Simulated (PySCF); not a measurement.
CH₂Li₂, SMILES [Li][CH2][Li].

Geometry optimised at r2SCAN-D4/def2-TZVPD.

The numbers are results of TDA-B3LYP/def2-TZVPD in PySCF 2.14.0, not measurements.

Vertical excitations. The molecule is in vacuum. State labels are in the subgroup C2v.

| state | symmetry | energy (eV) | λ (nm) | f | main pairs |
|---|---|---|---|---|---|
| S1 | B1 | 1.26 | 986 | 0.102 | HOMO→LUMO 99 % |
| S2 | A1 | 1.94 | 639 | 0.006 | HOMO→LUMO+1 89 % |
| S3 | A2 | 2.50 | 496 | 0.000 | HOMO→LUMO+3 99 % |
| S4 | B1 | 2.66 | 466 | 0.194 | HOMO→LUMO+2 97 % |
| S5 | A1 | 2.90 | 427 | 0.119 | HOMO−1→LUMO 78 %, HOMO→LUMO+5 15 % |
| S6 | B2 | 3.01 | 412 | 0.124 | HOMO→LUMO+4 99 % |
| S7 | B1 | 3.10 | 401 | 0.017 | HOMO−1→LUMO+1 83 %, HOMO→LUMO+6 15 % |
| S8 | B1 | 3.22 | 385 | 0.006 | HOMO→LUMO+6 83 %, HOMO−1→LUMO+1 15 % |
| S9 | A1 | 3.31 | 375 | 0.015 | HOMO→LUMO+5 80 % |
| S10 | A1 | 3.76 | 330 | 0.012 | HOMO→LUMO+7 79 %, HOMO−1→LUMO+2 17 % |
| T1 | B1 | 1.01 | 1227 | 0 | HOMO→LUMO 98 % |
| T2 | A1 | 1.32 | 939 | 0 | HOMO→LUMO+1 95 % |
| T3 | B1 | 2.39 | 520 | 0 | HOMO→LUMO+2 95 % |
| T4 | A1 | 2.48 | 499 | 0 | HOMO−1→LUMO 96 % |
Triplets are in the Tamm–Dancoff approximation.
